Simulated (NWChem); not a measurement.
Molecule: MgGeH₃Cl; SMILES [Cl][Mg][GeH3]

Task: Give the equilibrium geometry at PBE-D3(BJ)/def2-SVP (NWChem) as a list of bonds and angles, with the point group.

Result: point group C3v; any orientation.
Bonded distances (Å): Mg1–Cl2 2.219, Mg1–Ge3 2.572, Ge3–H4 1.558, Ge3–H5 1.558, Ge3–H6 1.558. Angles (°): Cl2–Mg1–Ge3 180.0, Mg1–Ge3–H4 112.9, Mg1–Ge3–H5 112.8, Mg1–Ge3–H6 112.9, H4–Ge3–H5 105.9, H4–Ge3–H6 105.9, H5–Ge3–H6 105.9.
